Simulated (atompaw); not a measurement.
# What one change does to a pseudopotential (Pm, PAW (atompaw))

atompaw 4.2.0.5 input, output lines left out:

```
Pm 61
GGA-PBE scalarrelativistic loggrid 2001 logderivrange -7 5 301
6 6 5 4 0 0
6 0 0
6 1 0
5 2 0
4 3 4
0 0 0
c
c
c
c
v
v
c
c
c
v
v
c
c
v
v
3
3.00 2.95 2.45 2.05
n
n
y
-0.35
n
y
-2
n
custom polynom2 7 10 vanderbiltortho sinc
bessel
2.35
3.00
2.25
2.55
3.00
3.00
1.35
1.35
```

Change: reference 4f5 5s2 5p6 5d0 6s1 6p0.

Cutoffs: the cutoffs (Ry, on a coarse ladder) from which the occupation-weighted sum of valence levels, in a spherical-Bessel basis at the reference potential, stays within 10 and 1 mRy of its value at 400 Ry; they do not see the model core or the augmentation charge, which bear on the density cutoff.

Q: What does the change do?

A: The range in which the s phases agree widens (upper end 1.6 → 3.2); the range in which the p phases agree widens (upper end 3.7 → at the end of the scan); neither file shows a bound ghost.

| quantity | base | changed |
| --- | --- | --- |
| bound ghosts | none | none |
| s: phases at 3.02 bohr within 0.05 rad from the reference energy up to (Ry; the scan ends near 5) | 1.6 | 3.2 |
| p: phases at 3.02 bohr within 0.05 rad from the reference energy up to (Ry; the scan ends near 5) | 3.7 | to the end of the scan |
| d: phases at 3.02 bohr within 0.05 rad from the reference energy up to (Ry; the scan ends near 5) | 0.8 | 1.9 |
| f: phases at 3.02 bohr within 0.05 rad from the reference energy up to (Ry; the scan ends near 5) | -0.3 | 0.8 |
| lowest overlap eigenvalue by channel | s 0.47, p 0.47, d 0.86, f 1.00 | s 0.47, p 0.41, d 0.89, f 1.00 |

 The cutoffs see the waves, projectors and local potential, not the compensation charge or the core.
